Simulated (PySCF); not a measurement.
Two-component Hartree-Fock for Cs⁴⁵⁺ (caesium, charge +45)

Start: [Ne]. Calculated with PySCF 2.14 in an even-tempered Gaussian basis (17 s from 24 bohr⁻², ratio 2.4; 13 p from 31 bohr⁻², ratio 2.4; 5 d from 120 bohr⁻², ratio 2.6; 4 f from 170 bohr⁻², ratio 2.6): generalised Hartree-Fock with the X2C-1e Hamiltonian and a Gaussian nucleus; one run each with spin-orbit coupling (SO) switched off, then screened by Boettger's factors.

| spinor shell | electrons | ε, spin-free (eV) | ε, screened SO (eV) | weight of nominal j (screened SO) | rms radius, screened SO (bohr) |
| --- | --- | --- | --- | --- | --- |
| 1s1/2 | 2 | -39282.6 | -39279.5 | 1.000 | 0.0298 |
| 2s1/2 | 2 | -8680.6 | -8679.9 | 1.000 | 0.119 |
| 2p1/2 | 2 | -8112.6 | -8368.5 | 1.000 | 0.102 |

(1) Where does 2p3/2 lie, and what is the 2p spin-orbit splitting (screened SO)?

```tsv
quantity	spin-free	screened SO
E (hartree)	-5787.38616	-5789.63225
M_J	0	0
⟨J²⟩	0.000	0.000
⟨L²⟩	0.000	0.009
⟨S²⟩	0.000	0.009
```

Breit and QED terms are absent; they matter most for the inner s and p1/2 levels.

Densities and radii are taken from the X2C orbitals without a picture-change correction, which distorts them close to the nucleus.

Without spin-orbit coupling the j labels of p, d and f shells carry no meaning; the spin-free column gives the mean over the occupied spinors of each nl shell.

Answers

(1) At -7999.0 eV, 369.53 eV above 2p1/2.
